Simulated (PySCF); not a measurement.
# Vertical excitation energies

Compound: C₄H₇F₃Si.
Z-matrix (Å and degrees, GFN2-xTB geometry), rows numbered from 1:
```
C 
C   1  1.5084
C   2  1.5485  1  116.95
Si  3  1.8778  2   66.01  1  -114.66
C   4  1.9368  2  114.37  3   100.32
F   5  1.3458  4  112.88  2   -22.22
F   5  1.3496  4  112.48  2  -142.36
F   5  1.3494  4  112.79  2    98.33
H   1  1.0876  2  111.00  3   165.22
H   1  1.0894  2  110.20  3   -75.06
H   1  1.0871  2  110.69  3    44.77
H   2  1.0862  1  112.16  3   134.71
H   3  1.0819  2  116.67  4  -114.03
H   3  1.0803  2  115.03  4   112.38
H   4  1.4473  2  129.53  3  -110.81
```

The calculation used TDDFT CAM-B3LYP/def2-SVPD, vertical, gas phase, core orbitals frozen in the response (PySCF 2.14.0, density-fitted response routines).

```
state  E (eV)  E (kJ/mol)  λ (nm)       f  main configurations (H = HOMO, L = LUMO)
   S1    6.25         603   198.3  0.0014                   H→L+1 (78%), H→L+2 (9%)
   S2    6.52         629   190.2   0.232                                 H→L (91%)
   S3    7.12         687   174.2  0.0024                  H→L+2 (47%), H→L+3 (31%)
   S4    7.15         690   173.4  0.0054     H-1→L (42%), H→L+3 (29%), H→L+2 (11%)
   S5    7.50         724   165.2   0.020      H-1→L (49%), H→L+3 (28%), H→L+2 (8%)
   S6    7.65         738   162.1   0.012   H→L+5 (41%), H-1→L+1 (21%), H→L+2 (11%)
   S7    7.79         751   159.2   0.045   H-1→L+1 (50%), H→L+7 (13%), H→L+6 (11%)
   S8    7.86         759   157.7  0.0088                  H→L+4 (62%), H→L+5 (13%)
```

Triplets, Tamm–Dancoff:

```csv
state,E (eV),λ (nm),"main configurations (H = HOMO, L = LUMO)"
T1,4.97,249.7,H→L (89%)
T2,5.83,212.6,"H→L+1 (60%), H→L+2 (15%), H→L+6 (11%)"
T3,6.41,193.6,"H-1→L (26%), H→L+3 (22%), H→L+5 (19%)"
```

The lowest singlet comes at 198 nm (603 kJ/mol) in the vacuum ultraviolet; it is very weak; its leading configuration is HOMO→LUMO+1 (78%). The strongest level in the table is S2 at 6.52 eV (190 nm, f = 0.232). Löwdin shares by element: HOMO carbon 53% or more, silicon 29% (atoms not listed hold the other 19%); LUMO silicon 32%, carbon 22% or more, hydrogen 13% or more (atoms not listed hold the other 34%). Orbital energies (eV): HOMO-3 -11.72, HOMO-2 -11.32, HOMO-1 -9.93, HOMO -8.58, LUMO 0.80, LUMO+1 1.07, LUMO+2 1.45. Of the 8 states listed, 4 reach f = 0.01 and none stays under 0.0005. Weighted by f, the mean energy of these states is 6.85 eV. Singlets were solved by full linear response, triplets in the Tamm–Dancoff approximation.

On one thread, AMD EPYC 9R45 (x86_64) (shared host), this took 32 s of wall time (with the writing of density and orbital grids) and 1.1 GiB of memory at its peak.
